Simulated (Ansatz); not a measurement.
The cluster Be₅S₄⁺. Charge 1, multiplicity 2. Geometry PBE-D4/def2-SVP.

```xyz
9

Be   -1.327    0.180   -1.541
Be    2.361    2.076    1.809
Be    0.689   -0.489    0.202
Be    0.643    1.872    0.352
Be   -1.328   -2.002   -0.479
S    -2.713   -1.077   -1.467
S     0.889    0.822    2.047
S     0.491    0.973   -1.386
S     0.295   -2.354    0.464
```

Another isomer (doublet) lies 1.11 eV lower at PBE0-D4/def2-TZVP; other spin states weren't run for this one.

Problem. Estimate the α-spin orbital energies around the gap (eV) in Ansatz with HF/def2-TZVP, PBE-D4/def2-TZVP, B97M-V/def2-TZVP, PBE0-D4/def2-SVP, PBE0-D4/def2-TZVP.

Solution. 
```json
{"orbital": "HOMO−13", "HF/def2-TZVP": "-28.34", "PBE-D4/def2-TZVP": "-20.63", "B97M-V/def2-TZVP": "-21.64", "PBE0-D4/def2-SVP": "-23.10", "PBE0-D4/def2-TZVP": "-22.77"}
{"orbital": "HOMO−12", "HF/def2-TZVP": "-19.59", "PBE-D4/def2-TZVP": "-14.81", "B97M-V/def2-TZVP": "-15.23", "PBE0-D4/def2-SVP": "-16.59", "PBE0-D4/def2-TZVP": "-16.26"}
{"orbital": "HOMO−11", "HF/def2-TZVP": "-19.19", "PBE-D4/def2-TZVP": "-14.49", "B97M-V/def2-TZVP": "-14.89", "PBE0-D4/def2-SVP": "-16.22", "PBE0-D4/def2-TZVP": "-15.93"}
{"orbital": "HOMO−10", "HF/def2-TZVP": "-18.35", "PBE-D4/def2-TZVP": "-13.87", "B97M-V/def2-TZVP": "-14.23", "PBE0-D4/def2-SVP": "-15.53", "PBE0-D4/def2-TZVP": "-15.23"}
{"orbital": "HOMO−9", "HF/def2-TZVP": "-17.27", "PBE-D4/def2-TZVP": "-13.10", "B97M-V/def2-TZVP": "-13.43", "PBE0-D4/def2-SVP": "-14.60", "PBE0-D4/def2-TZVP": "-14.37"}
{"orbital": "HOMO−8", "HF/def2-TZVP": "-16.70", "PBE-D4/def2-TZVP": "-12.67", "B97M-V/def2-TZVP": "-13.00", "PBE0-D4/def2-SVP": "-14.17", "PBE0-D4/def2-TZVP": "-13.90"}
{"orbital": "HOMO−7", "HF/def2-TZVP": "-16.44", "PBE-D4/def2-TZVP": "-12.46", "B97M-V/def2-TZVP": "-12.78", "PBE0-D4/def2-SVP": "-13.89", "PBE0-D4/def2-TZVP": "-13.67"}
{"orbital": "HOMO−6", "HF/def2-TZVP": "-16.04", "PBE-D4/def2-TZVP": "-12.04", "B97M-V/def2-TZVP": "-12.35", "PBE0-D4/def2-SVP": "-13.53", "PBE0-D4/def2-TZVP": "-13.24"}
{"orbital": "HOMO−5", "HF/def2-TZVP": "-15.88", "PBE-D4/def2-TZVP": "-11.98", "B97M-V/def2-TZVP": "-12.29", "PBE0-D4/def2-SVP": "-13.41", "PBE0-D4/def2-TZVP": "-13.16"}
{"orbital": "HOMO−4", "HF/def2-TZVP": "-15.49", "PBE-D4/def2-TZVP": "-11.70", "B97M-V/def2-TZVP": "-11.98", "PBE0-D4/def2-SVP": "-13.14", "PBE0-D4/def2-TZVP": "-12.85"}
{"orbital": "HOMO−3", "HF/def2-TZVP": "-14.94", "PBE-D4/def2-TZVP": "-11.21", "B97M-V/def2-TZVP": "-11.49", "PBE0-D4/def2-SVP": "-12.57", "PBE0-D4/def2-TZVP": "-12.33"}
{"orbital": "HOMO−2", "HF/def2-TZVP": "-14.20", "PBE-D4/def2-TZVP": "-10.59", "B97M-V/def2-TZVP": "-10.80", "PBE0-D4/def2-SVP": "-11.92", "PBE0-D4/def2-TZVP": "-11.69"}
{"orbital": "HOMO−1", "HF/def2-TZVP": "-13.68", "PBE-D4/def2-TZVP": "-10.16", "B97M-V/def2-TZVP": "-10.15", "PBE0-D4/def2-SVP": "-11.33", "PBE0-D4/def2-TZVP": "-11.17"}
{"orbital": "HOMO", "HF/def2-TZVP": "-13.23", "PBE-D4/def2-TZVP": "-9.84", "B97M-V/def2-TZVP": "-9.92", "PBE0-D4/def2-SVP": "-11.03", "PBE0-D4/def2-TZVP": "-10.86"}
{"orbital": "LUMO", "HF/def2-TZVP": "-4.88", "PBE-D4/def2-TZVP": "-8.44", "B97M-V/def2-TZVP": "-8.31", "PBE0-D4/def2-SVP": "-7.89", "PBE0-D4/def2-TZVP": "-7.73"}
{"orbital": "LUMO+1", "HF/def2-TZVP": "-3.58", "PBE-D4/def2-TZVP": "-7.19", "B97M-V/def2-TZVP": "-7.01", "PBE0-D4/def2-SVP": "-6.61", "PBE0-D4/def2-TZVP": "-6.42"}
{"orbital": "LUMO+2", "HF/def2-TZVP": "-3.04", "PBE-D4/def2-TZVP": "-6.75", "B97M-V/def2-TZVP": "-6.43", "PBE0-D4/def2-SVP": "-6.13", "PBE0-D4/def2-TZVP": "-5.94"}
{"orbital": "LUMO+3", "HF/def2-TZVP": "-2.78", "PBE-D4/def2-TZVP": "-6.53", "B97M-V/def2-TZVP": "-6.29", "PBE0-D4/def2-SVP": "-5.95", "PBE0-D4/def2-TZVP": "-5.74"}
{"orbital": "LUMO+4", "HF/def2-TZVP": "-1.75", "PBE-D4/def2-TZVP": "-5.51", "B97M-V/def2-TZVP": "-5.14", "PBE0-D4/def2-SVP": "-4.84", "PBE0-D4/def2-TZVP": "-4.70"}
{"orbital": "LUMO+5", "HF/def2-TZVP": "-1.39", "PBE-D4/def2-TZVP": "-5.15", "B97M-V/def2-TZVP": "-4.72", "PBE0-D4/def2-SVP": "-4.43", "PBE0-D4/def2-TZVP": "-4.31"}
{"orbital": "β HOMO", "HF/def2-TZVP": "-13.26", "PBE-D4/def2-TZVP": "-9.88", "B97M-V/def2-TZVP": "-10.08", "PBE0-D4/def2-SVP": "-11.08", "PBE0-D4/def2-TZVP": "-10.90"}
{"orbital": "β LUMO", "HF/def2-TZVP": "-4.56", "PBE-D4/def2-TZVP": "-8.53", "B97M-V/def2-TZVP": "-9.02", "PBE0-D4/def2-SVP": "-7.99", "PBE0-D4/def2-TZVP": "-7.77"}
```
